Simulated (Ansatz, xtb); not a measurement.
**Two isomers of C3HClFNSe**

We compare a, `Fc1n[se]cc1Cl`, a singlet, with b, `Fc1nc[se]c1Cl`, a singlet. Both are isolated molecules in the gas phase, relaxed with PBE-D3(BJ)/def2-SVP.

a (Å):

```xyz
8

C    -2.0600    0.5490   -1.0503
C     0.1298    0.5813   -0.2084
C    -0.7119    1.0574   -1.1873
Cl   -0.2645    2.1395   -2.4576
F    -3.0005    0.9135   -1.9187
N    -2.3609   -0.2662   -0.0777
Se   -0.8489   -0.5496    0.9140
H     1.1954    0.8105   -0.0852
```

b (Å):

```xyz
8

C    -1.8482    0.7099   -1.0960
C    -0.3526    1.4841    0.3471
C    -0.8624   -0.1827   -1.4833
Cl   -0.9997   -1.3846   -2.6947
F    -3.0587    0.7295   -1.6476
N    -1.5674    1.6009   -0.1137
Se    0.6921    0.1234   -0.4590
H     0.0655    2.1150    1.1460
```

Quicker runs give these differences E(b) − E(a): GFN2-xTB +4.1 kcal/mol; HF/STO-3G +0.9 kcal/mol (at GFN2-xTB geometries); r2SCAN-D4/def2-SVP −0.8 kcal/mol (at GFN2-xTB geometries).

Q: Estimate which is lower in electronic energy at CCSD(T)/def2-SVP + ΔMP2/def2-TZVPP, and by roughly how much.

A: Not settled: CCSD(T)/def2-SVP + ΔMP2/def2-TZVPP gives E(b) − E(a) = +3.0 kcal/mol, but this leans on the basis-set step: CCSD(T) alone gives +0.2 kcal/mol.

The same difference at several levels:

| level | geometry | E(b) − E(a) (kcal/mol) | departure from the last row (kcal/mol) | job, with rough time for the two |
| --- | --- | --- | --- | --- |
| GFN2-xTB | GFN2-xTB | +4.1 | +1.0 | optimisation, 0.27 s |
| HF/STO-3G | GFN2-xTB | +0.9 | −2.2 | single point, 1.3 s |
| r2SCAN-D4/def2-SVP | GFN2-xTB | −0.8 | −3.8 | single point, 6.6 s |
| PBE-D3(BJ)/def2-SVP | PBE-D3(BJ)/def2-SVP | −0.5 | −3.6 | optimisation, 32 s |
| HF/def2-SVP | PBE-D3(BJ)/def2-SVP | +0.5 | −2.5 | part of the CCSD(T) run |
| MP2/def2-SVP | PBE-D3(BJ)/def2-SVP | +0.2 | −2.8 | part of the CCSD(T) run |
| CCSD(T)/def2-SVP | PBE-D3(BJ)/def2-SVP | +0.2 | −2.8 | single point |
| CCSD(T)/def2-SVP + ΔMP2/def2-TZVPP | PBE-D3(BJ)/def2-SVP | +3.0 |  | single point, 1.7 min |

As drawn, b has 1 C∷N, 1 C∷Se in place of 1 N∷Se, 1 C∷C (∷ is an aromatic bond).

r2SCAN-D4/def2-SVP, PBE-D3(BJ)/def2-SVP put the two in the other order. MP2/def2-SVP, CCSD(T)/def2-SVP find them nearly level. The largest departure from CCSD(T)/def2-SVP + ΔMP2/def2-TZVPP is that of r2SCAN-D4/def2-SVP, 3.8 kcal/mol. The last row adds to CCSD(T) the change of the MP2 difference between the two basis sets, here +2.8 kcal/mol.

With thermal terms from frequencies at re-optimised GFN2-xTB minima (ideal gas, soft modes damped towards free rotors, one conformer each, 298.15 K, 1 atm): the zero-point term adds 0.0 kcal/mol; ΔH is +3.1 and ΔG +2.9 kcal/mol.

The correlated steps freeze 19 core orbitals; the filled d shell of Se is correlated, in a basis made for valence electrons. Programs: Ansatz 0.2.0, xtb 6.7.1; the last row on 2 threads of Intel(R) Xeon(R) Processor @ 2.70GHz on a shared host.
